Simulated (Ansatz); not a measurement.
The Ansatz (a quantum-chemistry and plane-wave program) input:
Ansatz 0.2 input:
```yaml
crystal:
  periodic: [false, false, false]
  atoms:
    - {symbol: Ge, position_ang: [0.00000000, 0.00000000, 0.00000000]}
basis:
  gaussian:
    orbitals: 6-311G__.json
hamiltonian:
  xc: {name: SVWN5}
total_charge: -1
magnetization: {spin_polarized: true, initial_magnetization: 3}
```
The basis file holds 6-311G** in the JSON format of the Basis Set Exchange.

Q: Estimate the <S^2> that SVWN5/6-311G** (Ansatz) returns for this input.

A: 3.750

Q: What number of basis functions does SVWN5/6-311G** give?

A: 44

Q: Estimate the total energy that SVWN5/6-311G** returns for this input.

A: -2073.776932 Ha

A gas-phase anion may not be bound at this level; its values then depend on the basis.
